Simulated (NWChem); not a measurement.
System: dimethoxyethane (C₄H₁₀O₂); SMILES COCCOC

Here is an NWChem input.

```
start job
memory heap 200 mb stack 900 mb global 1100 mb
geometry units angstroms noautosym nocenter noautoz
  C     -2.716599    -0.149651     0.469698
  O     -1.413498     0.322061     0.351452
  C     -0.710495    -0.249702    -0.708040
  C      0.710495     0.249702    -0.708040
  O      1.413498    -0.322061     0.351452
  C      2.716599     0.149651     0.469698
  H     -3.320738     0.055524    -0.438113
  H     -3.187272     0.361463     1.321464
  H     -2.749887    -1.242211     0.655527
  H     -1.181846     0.005837    -1.681373
  H     -0.699891    -1.356683    -0.629672
  H      1.181846    -0.005837    -1.681373
  H      0.699891     1.356683    -0.629672
  H      3.320738    -0.055524    -0.438113
  H      2.749887     1.242211     0.655527
  H      3.187272    -0.361463     1.321464
end
basis spherical
  * library 6-311g**
end
dft
  xc b3lyp
  iterations 150
end
property
  shielding 8 1 2 3 7 8 9 10 11
  efieldgrad
end
task dft property
```

Geometry: optimised at PBE0/def2-SVP.

GIAO values for the isolated, static molecule; σ is the absolute isotropic shielding, δ = σ(reference) − σ with the isolated reference molecule computed at the same levels (13C: tetramethylsilane, 1H: tetramethylsilane, 17O: water).

Atoms are numbered as in the input.

Q: Give the results of this calculation. (B3LYP/6-311G** (spherical d), GIAO.) Quantities: δ C1 (ppm); δ O2 (ppm); δ C3 (ppm); δ H7 (rotor mean) (ppm); δ H10 (ppm); δ H11 (ppm).

A: 
```
Item                     Value
-----------------------  -----
δ C1 (ppm)                59.3
δ O2 (ppm)                38.7
δ C3 (ppm)                75.6
δ H7 (rotor mean) (ppm)   3.29
δ H10 (ppm)               3.20
δ H11 (ppm)               3.42
```
